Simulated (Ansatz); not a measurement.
```yaml
crystal:
  periodic: [false, false, false]
  atoms:
    - {symbol: C, position_ang: [-0.263812, 1.061626, 0.130059]}
    - {symbol: Ge, position_ang: [0.286401, -0.745798, -0.288977]}
    - {symbol: Cl, position_ang: [2.046214, -1.199367, 0.866493]}
    - {symbol: I, position_ang: [-1.523700, -2.357687, 0.363599]}
    - {symbol: H, position_ang: [-0.480480, 1.133309, 1.195250]}
    - {symbol: H, position_ang: [0.542090, 1.751005, -0.125637]}
    - {symbol: H, position_ang: [-1.158656, 1.312390, -0.440437]}
    - {symbol: H, position_ang: [0.643942, -1.012480, -1.756249]}
basis:
  gaussian: {orbitals: def2-TZVPP, final_grid: {core_spheres: 5, valence_spheres: 4, degree: 11}}
hamiltonian: {xc: {name: HF}}
correlation: {active_space: {window: {electrons: 6, orbitals: 2}}}
output: {forces: true}
```

```sh
$ ansatz run in.yaml --threads 4 --pin off --events-out ev --progress --plain --max-ram 10444MiB
```

**Question.** How does Ansatz answer? (An estimate is asked.)

**Answer.** Computed: The run stopped with an error.
```
Functional definition: HF
1537 factors; integrals over basis functions are off by at most 9.8e-4 eV
mean field evaluation 1: about -78144.8140 eV, gradient 2.8e1 eV
mean field evaluation 2: about -78144.9268 eV, gradient 2.8e1 eV
mean field evaluation 4: about -78147.1131 eV, gradient 3.8e0 eV
mean field evaluation 8: about -78147.1531 eV, gradient 2.3e-1 eV
mean field -78147.15344528 eV, -2871.8549190710 hartree, gradient 7.6e-6 eV, S^2 0.000000; 0 other end points of the search recorded, 0 dependent functions left out
reference -78147.15344528 eV, -2871.8549190710 hartree; 42, 42 occupied and 185, 185 virtual orbitals, 1537 factors
Error: 6 electrons in 2 orbitals form no window around the highest filled level of the reference
```
